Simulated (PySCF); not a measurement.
Compound: 2-phenylethyl methyl ether, C₉H₁₂O.
Bonds: C1–O2, O2–C3, C3–C4, C4–C5, C5–C6 (aromatic), C6–C7 (aromatic), C7–C8 (aromatic), C8–C9 (aromatic), C9–C10 (aromatic), C5–C10 (aromatic). Hydrogens: H11, H12, H13 on C1; H14, H15 on C3; H16, H17 on C4; H18 on C6; H19 on C7; H20 on C8; H21 on C9; H22 on C10.

Method: PBE0-D3(BJ)/def2-SVP geometry optimisation, gas phase in PySCF; density fitting, grid level 1; the optimiser is geomeTRIC in internal coordinates, started from a GFN2-xTB structure.

Step 0: E = -11553.9504 eV
```
atom  x, y, z in Å  |  force x, y, z in eV/Å
C1      3.6750   -0.2967    0.1860   -0.572   0.080   0.660
O2      2.7640   -0.1947    1.2509   -0.106  -0.047  -0.324
C3      1.4222   -0.4338    0.9022    0.561   0.547  -0.010
C4      0.7770    0.6911    0.0726   -0.098  -0.638   0.352
C5     -0.6845    0.4099   -0.1171    0.526   0.242  -0.061
C6     -1.6257    0.9234    0.7659   -0.031  -0.020   0.015
C7     -2.9700    0.6355    0.6108   -0.050   0.007   0.054
C8     -3.3907   -0.1769   -0.4281   -0.085  -0.021  -0.002
C9     -2.4606   -0.6968   -1.3115   -0.027  -0.057  -0.042
C10    -1.1174   -0.4049   -1.1560   -0.039  -0.025  -0.006
H11     3.5661    0.5253   -0.5304    0.034   0.220  -0.280
H12     4.6689   -0.2513    0.6275    0.386   0.007   0.025
H13     3.5574   -1.2491   -0.3460    0.027  -0.285  -0.214
H14     0.8931   -0.5273    1.8544   -0.228  -0.091   0.153
H15     1.3325   -1.3863    0.3570   -0.096  -0.247  -0.089
H16     1.2727    0.7574   -0.8980    0.143   0.107  -0.273
H17     0.9200    1.6342    0.6032    0.100   0.281   0.109
H18    -1.3003    1.5581    1.5779    0.142   0.290   0.353
H19    -3.6915    1.0459    1.3023   -0.309   0.180   0.297
H20    -4.4396   -0.4031   -0.5495   -0.462  -0.093  -0.056
H21    -2.7825   -1.3306   -2.1249   -0.141  -0.270  -0.356
H22    -0.3965   -0.8098   -1.8523    0.326  -0.165  -0.307
```

**Question.** Estimate the geometry and energy of step 1. (The exact step hangs on the optimiser's Hessian estimate; all steps are aligned on step 0, rigid shifts and turns removed.)

**Answer.** E = -11554.0059 eV, largest force 0.180 eV/Å
```
atom  x, y, z in Å  |  force x, y, z in eV/Å
C1      3.6637   -0.3226    0.1581    0.150   0.016  -0.092
O2      2.7903   -0.1725    1.2304   -0.031   0.014   0.038
C3      1.4479   -0.4096    0.9337   -0.124  -0.130  -0.016
C4      0.7795    0.7013    0.1208    0.087   0.095  -0.054
C5     -0.6792    0.4265   -0.1005   -0.035  -0.033   0.034
C6     -1.6477    0.9320    0.7739    0.044   0.058   0.053
C7     -2.9967    0.6322    0.6016   -0.058   0.022   0.045
C8     -3.4026   -0.1887   -0.4484   -0.061  -0.013  -0.004
C9     -2.4494   -0.7033   -1.3246   -0.024  -0.046  -0.056
C10    -1.1022   -0.3983   -1.1496    0.076  -0.014  -0.053
H11     3.5568    0.4718   -0.6085   -0.019  -0.041   0.040
H12     4.6898   -0.2689    0.5536   -0.046  -0.005  -0.024
H13     3.5390   -1.3017   -0.3506   -0.018   0.037   0.045
H14     0.9217   -0.5123    1.8972    0.040   0.007  -0.019
H15     1.3271   -1.3776    0.3977    0.016   0.066   0.038
H16     1.2863    0.8054   -0.8539   -0.017   0.001   0.047
H17     0.9176    1.6529    0.6604   -0.005  -0.036  -0.027
H18    -1.3361    1.5805    1.5993   -0.011  -0.024  -0.024
H19    -3.7376    1.0448    1.2923    0.023  -0.012  -0.018
H20    -4.4613   -0.4247   -0.5858    0.027   0.008   0.003
H21    -2.7579   -1.3463   -2.1539    0.010   0.020   0.022
H22    -0.3596   -0.8017   -1.8461   -0.026   0.010   0.021
```

The energy changes by -0.0554 eV. The first-order estimate −F·Δx gives -0.1197 eV and the mean of the old and new forces, exact on a quadratic surface, -0.0552 eV. The step makes an angle of 75° with the force vector and moves no atom by more than 0.095 Å.

The cost below is that of the whole optimisation. Rough CPU time on one thread of a shared machine: about 6 min.
